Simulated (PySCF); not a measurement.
CH$_{5}$AlOS (SMILES C[S][AlH][OH]), singlet, geometry from GFN2-xTB (such geometries of metal compounds can be far from the true shape); DF-PBE/cc-pV(Q+d)Z (PySCF).

Input for PySCF:
```python
from pyscf import gto, scf, dft

mol = gto.M(
    atom='''
Al   -0.314199    0.097587    1.156374
H    -1.250233   -0.341602    2.263473
O     0.878179    1.180288    1.464779
H     1.530997    1.807831    1.742811
S    -0.638200   -0.780874   -0.842939
C     0.693459   -0.011575   -1.851792
H     1.288493    0.667978   -1.246608
H     0.223481    0.526817   -2.668575
H     1.316858   -0.808516   -2.244415
''',
    basis='cc-pv(q+d)z',
    charge=0,
    spin=0,
    verbose=4,
    max_memory=1800,
)

mf = dft.RKS(mol)
mf.xc = 'pbe'
mf = mf.density_fit(auxbasis='def2-universal-jkfit')
mf.kernel()
```

**Question.** What does PySCF print? Leave out banner, timings and long lists.

**Answer.** 
```
PySCF version 2.14.0

[INPUT] verbose = 4
[INPUT] num. atoms = 9
[INPUT] num. electrons = 48
[INPUT] charge = 0
[INPUT] spin (= nelec alpha-beta = 2S) = 0
[INPUT] symmetry False subgroup None
[INPUT] Mole.unit = angstrom
[INPUT] Symbol           X                Y                Z      unit          X                Y                Z       unit  Magmom
[INPUT]  1 Al    -0.314199000000   0.097587000000   1.156374000000 AA   -0.593750058612   0.184412703318   2.185230157568 Bohr   0.0
[INPUT]  2 H     -1.250233000000  -0.341602000000   2.263473000000 AA   -2.362597961893  -0.645534223604   4.277344060348 Bohr   0.0
[INPUT]  3 O      0.878179000000   1.180288000000   1.464779000000 AA    1.659517798344   2.230421068111   2.768031143014 Bohr   0.0
[INPUT]  4 H      1.530997000000   1.807831000000   1.742811000000 AA    2.893165027531   3.416305469499   3.293435476879 Bohr   0.0
[INPUT]  5 S     -0.638200000000  -0.780874000000  -0.842939000000 AA   -1.206023212697  -1.475637997794  -1.592923849715 Bohr   0.0
[INPUT]  6 C      0.693459000000  -0.011575000000  -1.851792000000 AA    1.310447588615  -0.021873579892  -3.499379719661 Bohr   0.0
[INPUT]  7 H      1.288493000000   0.667978000000  -1.246608000000 AA    2.434898883419   1.262295477235  -2.355747704692 Bohr   0.0
[INPUT]  8 H      0.223481000000   0.526817000000  -2.668575000000 AA    0.422317884044   0.995539847765  -5.042875892861 Bohr   0.0
[INPUT]  9 H      1.316858000000  -0.808516000000  -2.244415000000 AA    2.488500964942  -1.527873807329  -4.241329659866 Bohr   0.0

nuclear repulsion = 200.986332168889
number of shells = 40
number of NR pGTOs = 480
number of NR cGTOs = 388
basis = cc-pv(q+d)z
ecp = {}

******** <class 'pyscf.df.df_jk.DFRKS'> ********
method = DFRKS
initial guess = minao
damping factor = 0
level_shift factor = 0
DIIS = <class 'pyscf.scf.diis.CDIIS'>
diis_start_cycle = 1
diis_space = 8
diis_damp = 0
SCF conv_tol = 1e-09
SCF conv_tol_grad = None
SCF max_cycles = 50
direct_scf = False
XC library pyscf.dft.libxc version 7.1.2
    S. Lehtola, C. Steigemann, M. J. T. Oliveira, and M. A. L. Marques,  SoftwareX 7, 1–5 (2018)
XC functionals = pbe
    J. P. Perdew, K. Burke, and M. Ernzerhof,  Phys. Rev. Lett. 77, 3865 (1996)
    J. P. Perdew, K. Burke, and M. Ernzerhof,  Phys. Rev. Lett. 78, 1396 (1997)
    J. P. Perdew, K. Burke, and M. Ernzerhof,  Phys. Rev. Lett. 77, 3865 (1996)
    J. P. Perdew, K. Burke, and M. Ernzerhof,  Phys. Rev. Lett. 78, 1396 (1997)
radial grids:
    Treutler-Ahlrichs [JCP 102, 346 (1995); DOI:10.1063/1.469408] (M4) radial grids

becke partition: Becke, JCP 88, 2547 (1988); DOI:10.1063/1.454033
pruning grids: <function nwchem_prune>
grids dens level: 3
symmetrized grids: False
atomic radii adjust function: <function treutler_atomic_radii_adjust>
small_rho_cutoff = 0
Set gradient conv threshold to 3.16228e-05
Initial guess from minao.
tot grids = 115304
init E= -756.747463471408
  HOMO = -0.28215584115481  LUMO = -0.087071597327297  gap/eV = 5.30851
cycle= 1 E= -756.500237768832  delta_E= 0.247  |g|=    1  |ddm|= 26.8
  HOMO = -0.0774849961781548  LUMO = -0.00490543904983482  gap/eV = 1.97499
cycle= 2 E= -755.372377227724  delta_E= 1.13  |g|= 2.44  |ddm|= 8.33
  HOMO = -0.180909585261501  LUMO = -0.0507352684443444  gap/eV = 3.54222
cycle= 3 E= -756.660884562138  delta_E= -1.29  |g|= 0.302  |ddm|= 4.37
  HOMO = -0.235162912703577  LUMO = -0.0501932758587196  gap/eV = 5.03328
cycle= 4 E= -756.678255887452  delta_E= -0.0174  |g|= 0.183  |ddm|= 1.93
  HOMO = -0.211956290813747  LUMO = -0.0441974768960517  gap/eV = 4.56495
cycle= 5 E= -756.687227560889  delta_E= -0.00897  |g|= 0.0511  |ddm|= 0.583
  HOMO = -0.211985703154338  LUMO = -0.0427258747012062  gap/eV = 4.60579
cycle= 6 E= -756.687935444809  delta_E= -0.000708  |g|= 0.0147  |ddm|= 0.126
  HOMO = -0.21227213061888  LUMO = -0.043359998496926  gap/eV = 4.59633
cycle= 7 E= -756.687994025388  delta_E= -5.86e-05  |g|= 0.0042  |ddm|= 0.0954
  HOMO = -0.211764001499628  LUMO = -0.0433020365265968  gap/eV = 4.58408
cycle= 8 E= -756.687998137019  delta_E= -4.11e-06  |g|= 0.00182  |ddm|= 0.0164
  HOMO = -0.211858877906003  LUMO = -0.0432964941903333  gap/eV = 4.58682
cycle= 9 E= -756.687998938389  delta_E= -8.01e-07  |g|= 0.000462  |ddm|= 0.0106
  HOMO = -0.211903239443176  LUMO = -0.043312311838019  gap/eV = 4.58759
cycle= 10 E= -756.687998992478  delta_E= -5.41e-08  |g|= 0.000162  |ddm|= 0.000949
  HOMO = -0.211898481117249  LUMO = -0.0433108245016719  gap/eV = 4.58750
cycle= 11 E= -756.687998998399  delta_E= -5.92e-09  |g|= 4.92e-05  |ddm|= 0.000905
  HOMO = -0.211893458985821  LUMO = -0.0433110659672612  gap/eV = 4.58736
cycle= 12 E= -756.687998999161  delta_E= -7.62e-10  |g|= 7.31e-06  |ddm|= 0.000214
  HOMO = -0.211893135548167  LUMO = -0.043310254195676  gap/eV = 4.58737
Extra cycle  E= -756.687998999118  delta_E= 4.25e-11  |g|= 1.71e-05  |ddm|= 7.29e-05
converged SCF energy = -756.687998999118
```
